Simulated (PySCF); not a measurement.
Species: C₅H₁₁NSi.
Numbering: `[CH3:1]/[N:2]=[CH:3]/[CH:4]1[CH2:5][SiH2:6][CH2:7]1` (hydrogens: H8, H9, H10 on C1; H11 on C3; H12 on C4; H13, H14 on C5; H15, H16 on Si6; H17, H18 on C7)

Computed with PySCF at PBE0/pcSseg-1 and PBE0/def2-SVPD, non-relativistic, on one gas-phase PBE0-D3(BJ)/def2-SVP geometry that isn't relaxed in the solvent. The solvent is an IEF-PCM continuum (cavity from Bondi-type radii × 1.2). Specific hydrogen bonds and non-electrostatic terms are outside this model.

Gas phase at PBE0/pcSseg-1: HOMO -7.14 eV, LUMO -0.05 eV, dipole 1.42 D.

Question: What does the continuum do to the energy, the frontier levels and the dipole at PBE0/pcSseg-1 in acetone and water?

Answer: 
```
solvent      ε  E(solvent) − E(gas) (kJ/mol)  polarisation term (kJ/mol)  distortion of the solute (kJ/mol)  HOMO (eV)  LUMO (eV)  dipole (D)
acetone  20.49                        -13.25                      -15.75                               2.50      -7.21      -0.03        2.07
  water  78.36                        -14.23                      -17.18                               2.95      -7.22      -0.04        2.13
```

The polarisation term is half the interaction of the solute with the surface charges that it induces; the rest is the cost of distorting the solute's density. The sum is the electrostatic part of solvation alone. From acetone to water the lowering changes by a factor 1.07, Onsager's factor (ε − 1)/(2ε + 1) by 1.06 and ε itself by 3.8.

Question: Which radius a makes the point-dipole formula ΔE = −[(ε − 1)/(2ε + 1)]·μ²/a³ give the value in water, with the gas-phase dipole?

Answer: μ = 0.558 au and |ΔE| = 0.00542 Eh give a = 1.61 Å; the farthest nucleus lies 3.82 Å from the centroid of the nuclei, so such a sphere wouldn't even hold the nuclei. The formula assumes a rigid point dipole at the centre of a sphere.

Question: Which Hirshfeld charges (PBE0/pcSseg-1) respond most in acetone (means over atoms taken as equivalent)?

Answer: 
| atoms | environment | gas (e) | solvent (e) | change |
| --- | --- | --- | --- | --- |
| N2 | imine nitrogen | -0.142 | -0.167 | -0.025 |
| H11 | hydrogen on a C=N carbon | +0.034 | +0.046 | +0.012 |
| H12 | methine hydrogen | +0.045 | +0.052 | +0.007 |
| C3 | imine carbon | +0.046 | +0.050 | +0.004 |
| H8/H9/H10 | methyl hydrogen | +0.041 | +0.045 | +0.004 |
| C1 | N-methyl carbon | -0.072 | -0.076 | -0.004 |
| H13/H17 | methylene hydrogen | +0.035 | +0.032 | -0.003 |
| H14/H18 | methylene hydrogen | +0.037 | +0.039 | +0.002 |
| Si6 | SiH2 silicon | +0.339 | +0.341 | +0.002 |
| H15 | Si–H hydrogen | -0.079 | -0.081 | -0.002 |
| H16 | Si–H hydrogen | -0.082 | -0.084 | -0.002 |
| C5/C7 | sp3 carbon bound to silicon | -0.165 | -0.166 | -0.001 |

Question: Which Mayer bond orders change most in acetone?

Answer: 
```json
{"bond": "C1–N2", "length (Å)": "1.434", "gas": "0.999", "solvent": "0.988", "change": "-0.011"}
{"bond": "N2–C3", "length (Å)": "1.263", "gas": "1.933", "solvent": "1.926", "change": "-0.007"}
{"bond": "C3–C4", "length (Å)": "1.497", "gas": "0.990", "solvent": "0.997", "change": "+0.007"}
{"bond": "C5–Si6", "length (Å)": "1.898", "gas": "0.920", "solvent": "0.926", "change": "+0.006"}
{"bond": "C4–H12", "length (Å)": "1.105", "gas": "0.925", "solvent": "0.920", "change": "-0.005"}
{"bond": "C3–H11", "length (Å)": "1.113", "gas": "0.926", "solvent": "0.930", "change": "+0.004"}
{"bond": "C5–H13", "length (Å)": "1.103", "gas": "0.943", "solvent": "0.940", "change": "-0.003"}
{"bond": "Si6–C7", "length (Å)": "1.890", "gas": "0.944", "solvent": "0.942", "change": "-0.002"}
```

Gas phase at PBE0/def2-SVPD: HOMO -7.16 eV, LUMO -0.20 eV, dipole 1.43 D.

Question: What does the continuum do to the energy, the frontier levels and the dipole at PBE0/def2-SVPD in acetone?

Answer: 
```csv
solvent,ε,E(solvent) − E(gas) (kJ/mol),polarisation term (kJ/mol),distortion of the solute (kJ/mol),HOMO (eV),LUMO (eV),dipole (D)
acetone,20.49,-13.08,-16.00,2.92,-7.22,-0.16,2.19
```

Question: How does the static polarisability (PBE0/def2-SVPD, frozen core, with the continuum's full static response) change?

Answer: 
| medium | isotropic (au) | principal values (au) | ⟨r²⟩ of the electrons (bohr²) |
| --- | --- | --- | --- |
| gas | 96.6 | 77.3, 87.5, 125.0 | 1250.5 |
| acetone | 129.6 | 107.3, 123.3, 158.2 | 1249.8 |

The isotropic value in acetone is 1.34 times the gas-phase one; no cavity-field correction is applied. ⟨r²⟩ is taken about the centre of nuclear charge.

Conformer computed: `[CH3:1]/[N:2]=[CH:3]/[CH:4]1[CH2:5][SiH2:6][CH2:7]1`: N2–C3–C4–C5 112°.
